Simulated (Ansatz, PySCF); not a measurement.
Gas-phase reaction in SMILES: FC(F)Cl [chloro(difluoro)methane] → F[C](F)Cl + H atom (the C-H bond at the site shown breaks; other sites are not compared here)
Geometries: B3LYP-D3(BJ)/def2-TZVP minima from Ansatz (a quantum-chemistry and plane-wave program).

Quantity: bond dissociation energy (enthalpy at 298 K, with B3LYP-D3(BJ) rigid-rotor harmonic-oscillator terms from PySCF), in kJ/mol. Valence correlation only, unless marked. Open shells are spin-unrestricted. No spin-orbit coupling. No relativistic terms. CBS(X,Y): correlation extrapolated as X^-3; Hartree-Fock from the larger set. The bracket is a focal-point correction in the basis named.

RI-MP2/CBS(cc-pV(T+d)Z,cc-pV(Q+d)Z)+[CCSD(T)-MP2]/cc-pV(T+d)Z (Ansatz) gives 430.8 kJ/mol.

Q: Another calculation gave 402.6 kJ/mol. Which level was it?
A. HF/def2-TZVPD (PySCF)
B. revPBE/def2-TZVPD (Ansatz)
C. PBE0/def2-TZVPD (Ansatz)
D. M06-2X/def2-TZVPD (PySCF)

A: C, PBE0/def2-TZVPD (Ansatz). The others give 419.6 (M06-2X), 324.2 (HF), 389.8 (revPBE) kJ/mol.
